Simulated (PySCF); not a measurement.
Unrelated species, one level of theory. Computed with PySCF, TDDFT B3LYP/def2-SVPD, vertical, gas phase, core orbitals frozen in the response. Geometries: PBE0-D3(BJ)/def2-SVP; one conformer of each isolated species. Triplets are in the Tamm–Dancoff approximation. Relativistic effects are left out although some hold elements past zinc. Ions are computed without counter-ions or solvent.

Question: Rank by computed lowest singlet excitation energy, lowest first.
A. `[CH3][GeH2][CH3]`
B. `F[SiH2]CCl`
C. `[Cl][Ge-]([Cl])([Cl])([Cl])[Cl]`
D. `O=C=[Se]`

Answer: C (3.87 eV), D (4.90 eV), B (6.51 eV), A (7.63 eV).

```csv
SMILES,S1 (eV),f (S1),gap (eV),LUMO (eV),T1 (eV),S1 mainly
[Cl][Ge-]([Cl])([Cl])([Cl])[Cl],3.87,0.000,4.89,0.96,3.63,H-1/H→L (100%)
O=C=[Se],4.90,0.000,6.48,-1.42,4.25,H-1/H→L/L+1 (100%)
F[SiH2]CCl,6.51,0.019,7.66,-0.67,5.91,H→L (97%)
[CH3][GeH2][CH3],7.63,0.031,8.58,0.24,7.44,H→L (99%)
```

H and L stand for HOMO and LUMO. A slash joins orbitals within 0.01 eV of each other, whose weights are summed (≥ marks a lower bound).

- `[Cl][Ge-]([Cl])([Cl])([Cl])[Cl]`: Löwdin shares by element: HOMO (one of a set within 0.03 eV) chlorine 97% or more; LUMO chlorine 50% or more, germanium 22% (atoms not listed hold the other 27%).
- `O=C=[Se]`: Löwdin shares by element: HOMO (one of a set within 0.03 eV) selenium 65%, carbon 22%, oxygen 13%; LUMO (one of a set within 0.03 eV) carbon 37%, selenium 35%, oxygen 28%.
- `F[SiH2]CCl`: Löwdin shares by element: HOMO chlorine 61%, carbon 20%, silicon 9%; LUMO chlorine 32%, silicon 23%, carbon 17%, fluorine 8% (atoms not listed hold the other 19%).
- `[CH3][GeH2][CH3]`: Löwdin shares by element: HOMO carbon 55%, germanium 23%, hydrogen 6% or more (atoms not listed hold the other 17%); LUMO germanium 37%, carbon 25%, hydrogen 5% or more (atoms not listed hold the other 32%).
